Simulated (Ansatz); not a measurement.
H3NZn (SMILES [NH2][ZnH]) moved off its minimum; all values from Ansatz (a quantum-chemistry and plane-wave program), cores frozen in correlated methods.
(charge 0, multiplicity 1)
```xyz
5

Zn    -0.34752     0.05219    -0.38291
H     -1.15365    -0.17290    -1.46665
N      1.02682     0.17457     1.08184
H      1.13411    -0.61619     1.74722
H      0.92256     1.01548     1.56500
```

Forces at wB97M-V/def2-TZVPP (eV/Å):

```
atom      Fx      Fy      Fz
----  ------  ------  ------
Zn1    3.459   0.155   4.043
H2    -1.781  -0.304  -2.297
N3    -1.331  -2.233  -2.156
H4    -0.313   1.006  -0.757
H5    -0.033   1.376   1.166
```

Task: Give the forces (eV/Å), the total energy and the dipole at CCSD(T)/def2-TZVPPD.

Result: 
```tsv
atom	Fx	Fy	Fz
Zn1	3.353	0.154	3.975
H2	-1.753	-0.307	-2.291
N3	-1.243	-2.258	-2.260
H4	-0.311	0.944	-0.674
H5	-0.046	1.467	1.250
```
Energy -1834.7246 hartree, dipole 1.23 D.
